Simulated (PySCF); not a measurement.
Numbering as in the mapped SMILES `[CH3:1][C:2](=[Se:3])[CH2:4][Cl:5]` (H(Xn): hydrogen on atom n).

Geometry: PBE0-D3(BJ)/def2-SVP; GIAO absolute shieldings from PySCF 2.14.0 with density-fitted response routines, gas phase, non-relativistic, averaged over equivalent atoms.

At PBE0/pcSseg-1 (141 basis functions, 14 s wall time on 1 thread of an Arm Neoverse V1, shared host):
| atoms | σ (ppm) |
| --- | --- |
| C2 | -110.9 |
| C4 | 121.7 |
| C1 | 141.5 |
| Se3 | -833.8 |
| Cl5 | 802.9 |
| H(C4) | 26.59 |
| H(C1) | 27.83 |

Predict the values at CAM-B3LYP/pcSseg-2 on the same geometry.

Answers


| atoms | σ at CAM-B3LYP/pcSseg-2 | change |
| --- | --- | --- |
| C2 | -138.2 | -27.3 |
| C4 | 118.3 | -3.4 |
| C1 | 140.0 | -1.5 |
| Se3 | -867.6 | -33.8 |
| Cl5 | 793.4 | -9.5 |
| H(C4) | 26.50 | -0.09 |
| H(C1) | 27.92 | +0.09 |

The largest change is at Se3 (selenium bonded to C). Cost: 284 basis functions, 61 s wall time on 1 thread of an Arm Neoverse V1, shared host. The order of the carbon signals is the same at both levels.

Relativistic effects, spin–orbit coupling among them, are left out; they matter for Se and for the light atoms bonded to it. Carbons that carry Cl, above all several Cl atoms, come out too deshielded, partly because spin–orbit coupling is missing.
